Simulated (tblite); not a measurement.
Record of a relaxation.

Compound: C8H5 (doublet state).
Bonds: C1–C2 (triple), C2–C3, C3–C4 (aromatic), C4–C5 (aromatic), C5–C6 (aromatic), C6–C7 (aromatic), C7–C8 (aromatic), C3–C8 (aromatic). Hydrogens: H9 on C1; H10 on C4; H11 on C5; H12 on C7; H13 on C8.
Bond orders are those of one Lewis drawing.

Computed with GFN2-xTB (tblite), gas phase: L-BFGS steps from a force-field or distance-geometry start until the largest atomic force falls under 0.01 eV/Å. 11 of its 15 geometries are shown.

Step 0: E = -530.2053 eV, largest atomic force 2.226 eV/Å
```
atom  x, y, z in Å  |  force x, y, z in eV/Å
C1      3.103   -0.040   -0.324   -0.956   0.025   0.084
C2      1.896   -0.018   -0.209    1.261  -0.062  -0.052
C3      0.487   -0.009   -0.048   -0.372   0.588  -0.141
C4     -0.222    1.208   -0.148   -0.352  -0.816   0.282
C5     -1.611    1.214    0.013   -0.543  -0.391  -0.019
C6     -2.304    0.026    0.234    2.216  -0.107  -0.185
C7     -1.605   -1.174    0.321   -0.749   0.386   0.081
C8     -0.210   -1.192    0.185   -0.546  -0.048   0.044
H9      4.159   -0.053   -0.432   -0.470   0.011   0.036
H10     0.306    2.131   -0.315    0.037   0.077  -0.049
H11    -2.162    2.148   -0.063    0.189  -0.119   0.029
H12    -2.155   -2.102    0.507    0.327   0.296  -0.094
H13     0.313   -2.139    0.261   -0.043   0.161  -0.016
```

Step 1: E = -530.2507 eV, largest atomic force 2.903 eV/Å
```
atom  x, y, z in Å  |  force x, y, z in eV/Å
C1      3.090   -0.040   -0.323    2.710  -0.035  -0.271
C2      1.914   -0.019   -0.210   -2.882   0.041   0.342
C3      0.481   -0.001   -0.050    0.211  -0.247  -0.062
C4     -0.227    1.197   -0.144   -0.135   0.169   0.092
C5     -1.619    1.208    0.013    0.061   0.168  -0.121
C6     -2.273    0.025    0.232    0.719   0.106  -0.070
C7     -1.615   -1.169    0.322    0.233  -0.333   0.065
C8     -0.218   -1.192    0.186   -0.248   0.167  -0.018
H9      4.152   -0.053   -0.431   -0.670   0.005   0.060
H10     0.306    2.132   -0.316   -0.173  -0.265   0.022
H11    -2.159    2.146   -0.063    0.113  -0.121   0.029
H12    -2.150   -2.098    0.506    0.138   0.170  -0.051
H13     0.312   -2.137    0.261   -0.079   0.175  -0.017
```

Step 3: E = -530.3003 eV, largest atomic force 0.466 eV/Å
```
atom  x, y, z in Å  |  force x, y, z in eV/Å
C1      3.098   -0.039   -0.324   -0.464   0.013   0.041
C2      1.899   -0.019   -0.206    0.115  -0.028   0.033
C3      0.480   -0.005   -0.051   -0.188   0.101  -0.026
C4     -0.231    1.199   -0.141    0.142  -0.097   0.048
C5     -1.617    1.212    0.009    0.151   0.073  -0.075
C6     -2.253    0.026    0.230    0.263  -0.101  -0.005
C7     -1.611   -1.176    0.324    0.066   0.071   0.011
C8     -0.224   -1.190    0.185    0.152  -0.086  -0.023
H9      4.144   -0.053   -0.431   -0.121   0.003   0.006
H10     0.302    2.127   -0.316   -0.051  -0.079  -0.004
H11    -2.157    2.144   -0.062   -0.008   0.049   0.009
H12    -2.146   -2.094    0.504   -0.002  -0.057   0.002
H13     0.310   -2.132    0.260   -0.054   0.137  -0.017
```

Step 4: E = -530.3050 eV, largest atomic force 0.227 eV/Å
```
atom  x, y, z in Å  |  force x, y, z in eV/Å
C1      3.093   -0.039   -0.323   -0.059   0.006   0.001
C2      1.897   -0.020   -0.206   -0.219  -0.015   0.059
C3      0.478   -0.004   -0.052   -0.031  -0.014  -0.013
C4     -0.229    1.198   -0.140    0.042  -0.013   0.029
C5     -1.615    1.214    0.008    0.079  -0.013  -0.041
C6     -2.248    0.025    0.230    0.188   0.051  -0.021
C7     -1.609   -1.176    0.324    0.081  -0.042   0.018
C8     -0.222   -1.191    0.185    0.062   0.015  -0.025
H9      4.142   -0.052   -0.430   -0.191   0.003   0.014
H10     0.301    2.125   -0.316    0.004  -0.023  -0.012
H11    -2.157    2.144   -0.062    0.004   0.041   0.005
H12    -2.146   -2.095    0.504    0.018  -0.022  -0.002
H13     0.309   -2.130    0.260    0.023   0.027  -0.012
```

Step 6: E = -530.3108 eV, largest atomic force 0.143 eV/Å
```
atom  x, y, z in Å  |  force x, y, z in eV/Å
C1      3.082   -0.039   -0.323    0.019   0.002  -0.004
C2      1.888   -0.021   -0.202   -0.098  -0.007   0.024
C3      0.474   -0.005   -0.053    0.008  -0.021   0.020
C4     -0.225    1.198   -0.138   -0.008   0.060  -0.024
C5     -1.608    1.217    0.004   -0.023  -0.040   0.016
C6     -2.233    0.026    0.229   -0.047   0.052  -0.004
C7     -1.603   -1.179    0.325   -0.012  -0.026   0.003
C8     -0.219   -1.191    0.184    0.011  -0.025  -0.004
H9      4.129   -0.052   -0.430   -0.117   0.002   0.009
H10     0.301    2.122   -0.316    0.104   0.074  -0.023
H11    -2.155    2.146   -0.062    0.022   0.019  -0.006
H12    -2.144   -2.096    0.504    0.028  -0.003   0.004
H13     0.311   -2.126    0.259    0.114  -0.086  -0.010
```

Step 7: E = -530.3123 eV, largest atomic force 0.116 eV/Å
```
atom  x, y, z in Å  |  force x, y, z in eV/Å
C1      3.078   -0.038   -0.322   -0.062   0.002   0.006
C2      1.883   -0.021   -0.200    0.032  -0.004   0.003
C3      0.472   -0.005   -0.053   -0.038   0.004   0.026
C4     -0.224    1.200   -0.138   -0.015   0.054  -0.031
C5     -1.607    1.218    0.003   -0.027   0.000   0.020
C6     -2.229    0.026    0.228   -0.070  -0.013   0.006
C7     -1.601   -1.180    0.326   -0.022   0.012  -0.009
C8     -0.218   -1.193    0.183   -0.024  -0.052   0.010
H9      4.121   -0.052   -0.429   -0.019   0.001   0.000
H10     0.303    2.123   -0.317    0.096   0.055  -0.017
H11    -2.154    2.147   -0.062    0.027   0.002  -0.007
H12    -2.143   -2.096    0.504    0.022  -0.001   0.006
H13     0.314   -2.127    0.258    0.099  -0.060  -0.013
```

Step 8: E = -530.3134 eV, largest atomic force 0.084 eV/Å
```
atom  x, y, z in Å  |  force x, y, z in eV/Å
C1      3.074   -0.038   -0.322   -0.083   0.001   0.010
C2      1.879   -0.022   -0.199    0.077   0.000  -0.005
C3      0.471   -0.005   -0.052   -0.070   0.003   0.025
C4     -0.223    1.202   -0.138   -0.024   0.033  -0.024
C5     -1.606    1.219    0.003   -0.021  -0.014   0.021
C6     -2.229    0.026    0.228   -0.036   0.006   0.002
C7     -1.600   -1.180    0.326   -0.033  -0.007  -0.008
C8     -0.217   -1.195    0.183   -0.007  -0.038   0.012
H9      4.116   -0.052   -0.429    0.048   0.000  -0.007
H10     0.307    2.125   -0.318    0.063   0.009  -0.007
H11    -2.153    2.147   -0.062    0.015   0.004  -0.008
H12    -2.142   -2.097    0.504    0.016   0.006   0.005
H13     0.319   -2.130    0.258    0.054  -0.003  -0.016
```

Step 10: E = -530.3139 eV, largest atomic force 0.038 eV/Å
```
atom  x, y, z in Å  |  force x, y, z in eV/Å
C1      3.071   -0.038   -0.322    0.002   0.000   0.002
C2      1.878   -0.022   -0.198   -0.004   0.003   0.004
C3      0.468   -0.005   -0.051   -0.013   0.001   0.006
C4     -0.223    1.204   -0.140   -0.006  -0.008  -0.002
C5     -1.607    1.219    0.004   -0.006   0.006   0.005
C6     -2.230    0.026    0.228    0.007  -0.001   0.001
C7     -1.601   -1.180    0.326   -0.010  -0.010  -0.004
C8     -0.217   -1.197    0.183   -0.004   0.006   0.005
H9      4.114   -0.052   -0.429    0.015   0.000  -0.004
H10     0.312    2.126   -0.319    0.015  -0.033   0.001
H11    -2.152    2.148   -0.062   -0.002   0.007  -0.004
H12    -2.141   -2.097    0.505   -0.005  -0.007   0.005
H13     0.323   -2.131    0.257    0.011   0.034  -0.014
```

Step 11: E = -530.3140 eV, largest atomic force 0.030 eV/Å
```
atom  x, y, z in Å  |  force x, y, z in eV/Å
C1      3.071   -0.038   -0.322    0.018   0.000   0.000
C2      1.878   -0.022   -0.198   -0.017   0.003   0.005
C3      0.468   -0.005   -0.050    0.012   0.000   0.000
C4     -0.224    1.204   -0.140   -0.003  -0.013   0.003
C5     -1.607    1.219    0.004   -0.001   0.005   0.000
C6     -2.230    0.026    0.228    0.005   0.000   0.001
C7     -1.601   -1.180    0.325   -0.001  -0.005  -0.001
C8     -0.218   -1.197    0.183   -0.005   0.015   0.002
H9      4.115   -0.052   -0.429   -0.009   0.001  -0.001
H10     0.313    2.125   -0.319    0.009  -0.029   0.000
H11    -2.152    2.148   -0.062   -0.006   0.009  -0.003
H12    -2.141   -2.098    0.505   -0.010  -0.011   0.005
H13     0.324   -2.130    0.256    0.007   0.026  -0.011
```

Step 13: E = -530.3142 eV, largest atomic force 0.020 eV/Å
```
atom  x, y, z in Å  |  force x, y, z in eV/Å
C1      3.071   -0.038   -0.321    0.010   0.000   0.001
C2      1.877   -0.022   -0.197   -0.004   0.001   0.004
C3      0.467   -0.004   -0.050    0.020  -0.001  -0.003
C4     -0.224    1.203   -0.140    0.003  -0.006   0.008
C5     -1.607    1.219    0.004    0.001  -0.003  -0.005
C6     -2.230    0.026    0.228   -0.007   0.003   0.002
C7     -1.602   -1.181    0.325    0.002   0.002   0.005
C8     -0.218   -1.196    0.184    0.001   0.009  -0.004
H9      4.115   -0.052   -0.429   -0.020   0.001   0.000
H10     0.315    2.123   -0.319    0.003  -0.006  -0.003
H11    -2.152    2.149   -0.063   -0.006   0.001   0.000
H12    -2.142   -2.098    0.505   -0.007  -0.002   0.000
H13     0.326   -2.128    0.255    0.003   0.002  -0.004
```

Step 14: E = -530.3142 eV, largest atomic force 0.007 eV/Å
```
atom  x, y, z in Å  |  force x, y, z in eV/Å
C1      3.071   -0.038   -0.321    0.001   0.000   0.002
C2      1.877   -0.022   -0.197    0.002   0.001   0.002
C3      0.467   -0.004   -0.050    0.006  -0.001  -0.001
C4     -0.224    1.203   -0.140    0.004  -0.001   0.005
C5     -1.607    1.219    0.004   -0.001  -0.003  -0.003
C6     -2.230    0.026    0.229   -0.006   0.002   0.002
C7     -1.602   -1.181    0.325    0.000   0.003   0.005
C8     -0.218   -1.196    0.184    0.002   0.002  -0.004
H9      4.114   -0.052   -0.429   -0.007   0.001  -0.001
H10     0.315    2.122   -0.319    0.002  -0.001  -0.003
H11    -2.152    2.149   -0.063   -0.002  -0.004   0.000
H12    -2.142   -2.099    0.506   -0.003   0.003  -0.001
H13     0.326   -2.127    0.254    0.002  -0.002  -0.003
```

Task: Summarise the path.

Result: The energy falls by 2.51 kcal/mol from step 0 to step 14; nine tenths of that is first reached at step 4. It falls at every step. The largest force goes from 2.226 to 0.007 eV/Å. Among the bonds C6–C7 changes most (a near tie, within 0.001 Å, with another), from 1.393 to 1.364 Å; the atoms move by 0.029 Å rms after alignment.

Task: Follow the three bonds and two angles with the largest change from start to end.

Result: 
```tsv
step	E above end (kcal/mol)	largest force (eV/Å)	C6–C7 (Å)	C5–C6 (Å)	C3–C4 (Å)	C5–C6–C7 (°)	C4–C5–C6 (°)
0	2.51	2.226	1.393	1.392	1.413	119.7	120.7
1	1.46	2.903	1.366	1.369	1.395	122.4	119.0
2	1.06	2.058	1.350	1.352	1.388	124.9	117.6
3	0.32	0.466	1.367	1.364	1.401	123.8	118.2
4	0.21	0.227	1.364	1.365	1.397	124.1	118.0
5	0.12	0.278	1.363	1.363	1.395	124.6	117.6
6	0.08	0.143	1.363	1.364	1.394	124.9	117.4
7	0.04	0.116	1.364	1.363	1.394	125.1	117.4
8	0.02	0.084	1.364	1.364	1.394	125.1	117.4
9	0.01	0.045	1.364	1.364	1.395	125.0	117.5
10	0.01	0.038	1.364	1.364	1.395	125.0	117.5
11	0.00	0.030	1.364	1.364	1.395	125.0	117.5
12	0.00	0.024	1.364	1.364	1.395	125.1	117.5
13	0.00	0.020	1.364	1.364	1.394	125.1	117.4
14	0.00	0.007	1.364	1.364	1.394	125.1	117.4
```

The cost below is that of the whole relaxation. On an Arm Neoverse V1 with one thread, on a shared host, this took under 0.1 s.
